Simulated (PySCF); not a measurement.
# Computed records: BClGeH₂N

All values are calculated (PySCF 2.14.0). Calculation on a computer-drawn molecule: optimised geometry and harmonic frequencies of an isolated molecule of the commonest isotopes, restricted reference for singlets and unrestricted otherwise, frozen core in MP2; on germanium a core potential holds 10 electrons, which the energies leave out, and 3d is frozen in MP2 and coupled-cluster steps.

BClGeH₂N

Start structure:
```xyz
6
BClGeH2N
N     -0.6023    -1.2850    -0.7337
B     -0.3508    -0.5676     0.2100
Ge     0.1042     0.6045     1.7797
Cl    -1.3028     1.9617     2.4277
H     -0.8150    -1.8697    -1.5079
H      1.3909     0.6114     2.5659
```

```
charge                                        : 1
multiplicity                                  : 1
method                                        : MP2
basis                                         : cc-pV(D+d)Z
basis and core potential on germanium         : cc-pVDZ-PP ECP10MDF
rotational constants                          : 9.343, 1.88, 1.565 GHz
total energy                                  : -833.3903 hartree
convergence status largest gradient component : 1.76e-05 hartree/bohr
```

Drawn bonds:
```csv
atom,other atom,order
1,2,2
2,3,1
3,4,1
1,5,1
3,6,1
```

Optimised structure:
```xyz
6
BClGeH2N
N     -0.6077    -1.2941    -0.7471
B     -0.3389    -0.5575     0.2288
Ge     0.1075     0.6030     1.7804
Cl    -1.3054     1.9681     2.4331
H     -0.8280    -1.8879    -1.5361
H      1.3968     0.6236     2.5827
```

Modes:
```csv
frequency (cm⁻¹),reduced mass (dalton)
87.38,8.236
173.6,3.738
283.5,7.939
457.7,11.64
504.3,1.227
529.4,28.32
610.1,1.195
644.9,1.21
738.4,1.045
1886,7.547
2279,1.022
3752,1.106
```
